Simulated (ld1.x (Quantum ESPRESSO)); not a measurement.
**Before and after: ultrasoft potential for Si**

| Quantity | Value |
| --- | --- |
| Element | silicon (Si) |
| Generator | ld1.x (Quantum ESPRESSO) 7.5 |
| Type | ultrasoft |
| Functional | LDA (PZ) |
| Relativity | non-relativistic |
| Frozen core | [Ne] |
| Valence charge | 4 |
| Reference configuration | 3s2 3p2 |
| Partial waves | 3s (bound): rcut 1.35, rcutus 1.60 bohr; 3s channel at 0.05 Ry: rcut 1.35, rcutus 1.60 bohr; 3p (bound): rcut 1.40, rcutus 1.75 bohr; 3p channel at 0.3 Ry: rcut 1.40, rcutus 1.75 bohr |
| Local potential | all-electron potential smoothed inside 1.70 bohr (lloc = -1) |
| Core correction | Bessel-smoothed model core inside 1.45 bohr |
| Augmentation charge | built from norm-conserving waves at rcut, not smoothed further |

Change: augmentation PSQ, radius 1.35 bohr.

Cutoffs: the cutoffs (Ry, on a coarse ladder) from which the occupation-weighted sum of valence levels, in a spherical-Bessel basis at the reference potential, stays within 10 and 1 mRy of its value at 400 Ry; they do not see the model core or the augmentation charge, which bear on the density cutoff. Errors are all-electron minus pseudo energies relative to the spin-unpolarised reference configuration.

Q: How do hardness, ghosts and transferability respond?

A: The potential gets neither clearly harder nor softer (12 Ry and 18 Ry → 12 Ry and 18 Ry); of the 9 tests that both files solve, the error grows in 3 and shrinks in 2 by more than 15 % and 0.3 meV (median size 0.7 → 1.6 meV); neither file shows a bound ghost.

| quantity | base | changed |
| --- | --- | --- |
| cutoff, loose | 12 Ry | 12 Ry |
| cutoff, tight | 18 Ry | 18 Ry |
| bound ghosts | none | none |
| error for 3s2 3p1, meV [ΔE 7.84 eV] | +0.7 | +0.2 |
| error for 3s2 3p0, meV [ΔE 23.97 eV] | +6.8 | +1.6 |
| error for 3s1 3p0, meV [ΔE 58.04 eV] | +19 | -18 |
| error for 3s1 3p3, meV [ΔE 6.75 eV] | -0.1 | -1.0 |
| error for 3s2 3p1.5, meV [ΔE 2.97 eV] | +0.1 | 0.0 |
| error for 3s2 3p2.3, meV [ΔE -0.96 eV] | 0.0 | 0.0 |
| error for 3s1 3p2, meV [ΔE 15.19 eV] | +0.1 | -2.7 |
| error for 3s2 3p2 (spin-polarised), meV [ΔE -0.61 eV] | +2.7 | +3.4 |
| error for 3s2 3p1 (spin-polarised), meV [ΔE 7.64 eV] | +1.8 | +1.6 |
| s: phases at 1.90 bohr within 0.05 rad from the reference energy up to (Ry; the scan ends near 5) | to the end of the scan | 4.2 |
| p: phases at 1.90 bohr within 0.05 rad from the reference energy up to (Ry; the scan ends near 5) | to the end of the scan | to the end of the scan |
| lowest overlap eigenvalue by channel | s 0.26, p 0.55 | s 0.50, p 0.76 |
